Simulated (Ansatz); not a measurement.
```yaml
crystal:
  periodic: [false, false, false]
  atoms:
    - {symbol: Si, position_ang: [-1.468520, 1.310657, 0.205185]}
    - {symbol: C, position_ang: [-0.084376, 0.134776, -0.069890]}
    - {symbol: Si, position_ang: [1.223880, -0.087107, 1.151847]}
    - {symbol: Al, position_ang: [0.006001, -1.910420, -0.179347]}
    - {symbol: Si, position_ang: [0.487543, -0.337418, -1.816015]}
    - {symbol: H, position_ang: [-1.093418, 2.718360, -0.112476]}
    - {symbol: H, position_ang: [-1.927559, 1.272835, 1.623675]}
    - {symbol: H, position_ang: [-2.625595, 0.955170, -0.662851]}
    - {symbol: H, position_ang: [0.818672, -0.029369, 2.575723]}
    - {symbol: H, position_ang: [2.585392, 0.475710, 0.960786]}
    - {symbol: H, position_ang: [1.541103, -1.630993, 0.873858]}
    - {symbol: H, position_ang: [-0.735331, -3.089257, 0.556010]}
    - {symbol: H, position_ang: [1.811096, 0.182472, -2.256833]}
    - {symbol: H, position_ang: [-0.551889, 0.005385, -2.820870]}
basis:
  gaussian: {orbitals: cc-pVTZ-DK}
total_charge: 4
hamiltonian: {xc: {name: PBE0}}
output: {forces: true}
```

```sh
$ ansatz run in.yaml --threads 4 --pin off --events-out ev --progress --plain --max-ram 10444MiB
```

Output, abridged:

```
Functional definition: PBE0
1856 factors; their error is unknown
mean field evaluation 1: about -31337.0877 eV, gradient 1.4e2 eV
mean field evaluation 2: about -31094.5801 eV, gradient 2.0e2 eV
mean field evaluation 4: about -31333.6825 eV, gradient 9.7e1 eV
mean field evaluation 8: about -31394.8275 eV, gradient 7.4e0 eV
mean field evaluation 16: about -31395.3288 eV, gradient 6.0e-2 eV
mean field -31395.32884450 eV, -1153.7570545170 hartree, gradient 7.9e-5 eV, S^2 0.000000; 0 other end points of the search recorded, 0 dependent functions left out
reference -31395.32888868 eV, -1153.7570561409 hartree; 33, 33 occupied and 259, 259 virtual orbitals, 1856 factors
Total energy: -31395.32888868 eV, -1153.7570561409 hartree
Relativity: scalar
Atom 0 at    -1.468520     1.310657     0.205185 Å, force    -2.208844    -0.271544    -0.592152 eV/Å
Atom 1 at    -0.084376     0.134776    -0.069890 Å, force     0.309640     0.284205    -0.051969 eV/Å
Atom 2 at     1.223880    -0.087107     1.151847 Å, force     1.699460    -1.168750     2.902723 eV/Å
Atom 3 at     0.006001    -1.910420    -0.179347 Å, force    -0.117294    -3.619455     3.020079 eV/Å
Atom 4 at     0.487543    -0.337418    -1.816015 Å, force    -0.485924     4.474410    -5.192685 eV/Å
Atom 5 at    -1.093418     2.718360    -0.112476 Å, force     0.455161     1.540204    -0.470604 eV/Å
Atom 6 at    -1.927559     1.272835     1.623675 Å, force     0.510656    -0.024090     1.345517 eV/Å
Atom 7 at    -2.625595     0.955170    -0.662851 Å, force    -0.309718    -0.061921    -0.969790 eV/Å
Atom 8 at     0.818672    -0.029369     2.575723 Å, force    -0.269141     0.093323     0.582003 eV/Å
Atom 9 at     2.585392     0.475710     0.960786 Å, force     0.848227     0.794657    -0.543921 eV/Å
Atom 10 at     1.541103    -1.630993     0.873858 Å, force    -0.285506     0.077743    -0.260220 eV/Å
Atom 11 at    -0.735331    -3.089257     0.556010 Å, force    -0.693942    -0.919873     0.016264 eV/Å
Atom 12 at     1.811096     0.182472    -2.256833 Å, force     1.041759    -0.436494     0.415026 eV/Å
Atom 13 at    -0.551889     0.005385    -2.820870 Å, force    -0.494534    -0.762414    -0.200272 eV/Å
Dipole moment:    -0.014309    -0.240316    -0.185637 e Å
```

In this input the charge is far from anything that the molecule holds. Self-consistency was reached. The result belongs to that input, not to the molecule as meant.
